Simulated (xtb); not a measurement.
BiH₅, SMILES [BiH5]. All values are semi-empirical tight-binding results from xtb (GFN2-xTB unless named), good for trends rather than for accurate numbers. Geometry: GFN2-xTB.

For metal compounds this method's bond lengths and energies can be far off.

Computed properties:
The point group as xtb finds it is D3h. The orbital gap is 4.32 eV, the zero-point energy is 19.3 kcal/mol and the G − E(el) at 298.15 K (modified RRHO) comes out as 4.4 kcal/mol.
